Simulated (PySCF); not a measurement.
SMILES B(C)(C)[SiH2][SiH](C)C (C₄H₁₅BSi₂), singlet (GFN2-xTB optimised geometry):

```
22

Si    -1.288    -1.598    -2.049
C     -0.338    -0.853    -3.523
C     -3.145    -1.256    -2.319
Si    -0.583    -0.723     0.000
B     -1.392    -1.711     1.481
C     -0.718    -3.026     2.032
C     -2.784    -1.272     2.080
H     -1.125    -3.067    -2.141
H     -0.449     0.227    -3.555
H     -0.685    -1.248    -4.474
H      0.724    -1.068    -3.447
H     -3.357    -0.191    -2.290
H     -3.745    -1.730    -1.548
H     -3.490    -1.631    -3.279
H      0.896    -0.723     0.000
H     -0.896     0.723     0.000
H      0.369    -2.980     2.065
H     -0.961    -3.839     1.344
H     -1.073    -3.337     3.013
H     -3.420    -0.740     1.374
H     -2.595    -0.572     2.898
H     -3.362    -2.090     2.509
```

Calculation: B3LYP/def2-SVP (PySCF).

What are the frontier orbital energies and the dipole moment?

HOMO-2 -8.34 eV, HOMO-1 -7.94 eV, HOMO -7.10 eV, LUMO -1.51 eV, LUMO+1 0.65 eV; dipole moment 0.82 D.

On the same geometry PBE/def2-SVP (PySCF) gives HOMO-2 -7.23 eV, HOMO-1 -6.91 eV, HOMO -6.15 eV, LUMO -2.25 eV, LUMO+1 -0.01 eV; dipole moment 0.84 D.

Meta-Löwdin charges at B3LYP/def2-SVP: Si1 0.56, C2 -0.52, C3 -0.52, Si4 0.21, B5 0.08, C6 -0.40, C7 -0.39, H8 -0.12, H9 0.11, H10 0.11, H11 0.11, H12 0.10, H13 0.10, H14 0.11, H15 -0.10, H16 -0.09, H17 0.10, H18 0.13, H19 0.10, H20 0.10, H21 0.13, H22 0.10.
